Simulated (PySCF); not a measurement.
Compound: C₄H₂NO₃ (charge -1).
SMILES: `o1nc(cc1)C(=O)[O-]`

The geometry is computed with GFN2-xTB (gas phase).

Masses are those of the commonest isotopes; rigid-rotor values at the optimised geometry. 

Q: What are A, B and C (cm⁻¹)?

A: Ia = 91.13, Ib = 314.82, Ic = 405.96 u·Å²; 505379 MHz·u·Å²/I gives 5545, 1605 and 1245 MHz, that is A = 0.18498, B = 0.05355, C = 0.04153 cm⁻¹.

Q: Classify the top.

A: An asymmetric top. Ray's parameter κ = (2B − A − C)/(A − C) = -0.832; −1 is the prolate and +1 the oblate limit.

Q: Is it planar, by Δ = Ic − Ia − Ib?

A: Planar: Δ = Ic − Ia − Ib = 0.00 u·Å². For a rigid frame Δ = −2 Σ m c², so it vanishes when all atoms lie in the ab plane; here none is more than 0.01 Å from it.

Q: Give the coordinates in the principal-axis frame, origin at the centre of mass.

A: The sense of each axis is arbitrary; atoms in the order of the calculation.
```tsv
atom	mass (u)	a (Å)	b (Å)	c (Å)
O1	15.995	2.105	-1.098	0.000
C2	12.000	1.538	-0.007	0.000
O3	15.995	2.003	1.140	0.000
C4	12.000	-0.032	-0.026	0.000
C5	12.000	-0.840	1.154	0.000
C6	12.000	-2.110	0.685	0.000
O7	15.995	-2.106	-0.660	0.000
N8	14.003	-0.791	-1.082	0.000
H9	1.008	-0.486	2.163	0.000
H10	1.008	-3.073	1.161	0.001
```

GFN2-xTB frequencies: not computed here. Constants of a rigid frame at the computed geometry: no zero-point averaging, no centrifugal distortion.

Conformer computed: `[O:1]=[C:2]([O-:3])[c:4]1[cH:5][cH:6][o:7][n:8]1`: O1–C2–C4–C5 180°.
